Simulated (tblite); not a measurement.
Compound: C5H9BF2O.
Numbering: `[CH3:1][C@@H:2]1[O:3][CH2:4][C@@:5]1([CH3:6])[B:7]([F:8])[F:9]` (hydrogens: H10, H11, H12 on C1; H13 on C2; H14, H15 on C4; H16, H17, H18 on C6)

Computed with GFN2-xTB (tblite), gas phase: L-BFGS steps from a force-field or distance-geometry start until the largest atomic force falls under 0.01 eV/Å.

Geometry at step 5:
```
atom  x, y, z in Å
C1      1.7632    0.5984   -0.7513
C2      0.9415   -0.2622    0.1618
O3      0.6769   -1.6585   -0.0597
C4     -0.5105   -1.4666    0.7222
C5     -0.5914   -0.0250    0.2196
C6     -1.1729   -0.0537   -1.1972
B7     -0.8944    1.1531    1.1729
F8     -1.2018    0.9690    2.4482
F9     -0.6709    2.4248    0.8676
H10     2.4936    0.0025   -1.2856
H11     2.2462    1.3748   -0.1482
H12     1.0917    1.0746   -1.4583
H13     1.3507   -0.2367    1.1780
H14    -0.1857   -1.4938    1.7673
H15    -1.3500   -2.1319    0.5592
H16    -1.8388   -0.9088   -1.2869
H17    -1.7360    0.8387   -1.4461
H18    -0.4203   -0.1922   -1.9737
```

**Question.** What forces act on the atoms?

**Answer.** 
| atom | Fx (eV/Å) | Fy (eV/Å) | Fz (eV/Å) |
| --- | --- | --- | --- |
| C1 | 0.022 | 0.058 | -0.163 |
| C2 | 0.225 | -0.154 | 0.067 |
| O3 | 0.059 | -0.093 | -0.027 |
| C4 | 0.119 | -0.195 | 0.094 |
| C5 | 0.021 | -0.095 | -0.119 |
| C6 | -0.271 | -0.046 | -0.375 |
| B7 | -0.248 | 0.634 | 0.578 |
| F8 | 0.021 | 0.071 | -0.126 |
| F9 | -0.136 | -0.319 | -0.010 |
| H10 | 0.142 | 0.053 | 0.003 |
| H11 | -0.003 | -0.247 | -0.291 |
| H12 | 0.238 | 0.135 | -0.201 |
| H13 | 0.200 | 0.341 | 0.213 |
| H14 | -0.389 | -0.147 | 0.286 |
| H15 | 0.114 | -0.225 | -0.307 |
| H16 | -0.170 | 0.061 | 0.030 |
| H17 | -0.012 | 0.172 | 0.136 |
| H18 | 0.067 | -0.005 | 0.211 |

The largest, 0.89 eV/Å, acts on B7; the rms over all components is 0.210 eV/Å. The forces sum to zero within rounding, as they must for an isolated molecule in no field.

**Question.** Give the force on B7 in Eh/bohr and in nN.

**Answer.** 0.893 eV/Å ÷ 51.422 = 0.01737 Eh/bohr, and 0.893 eV/Å × 1.602 = 1.43 nN.

**Question.** How far is this geometry from the end of the optimisation?

**Answer.** 0.681 eV above it, and 0.712 Å rms away after alignment. The bonds farthest from their final lengths, with half the difference of the two atoms' forces along the bond (positive lengthens):

```csv
bond,now (Å),final (Å),force along bond (eV/Å)
C5–B7,1.545,1.583,+0.52
C2–C5,1.552,1.570,+0.10
C1–C2,1.500,1.516,+0.08
C4–C5,1.529,1.544,+0.08
O3–C4,1.435,1.425,0.00
C2–O3,1.438,1.428,-0.01
```

The angle farthest from its final value is C1–C2–O3, 124.3° against 114.1°.

Of the 6 listed bonds off by 0.010 Å or more, this force points towards the final length in 5.

The cost below is that of the whole relaxation. Hardware: Arm Neoverse V1, one thread, no GPU, shared host. Cost: 0.87 s of wall time.
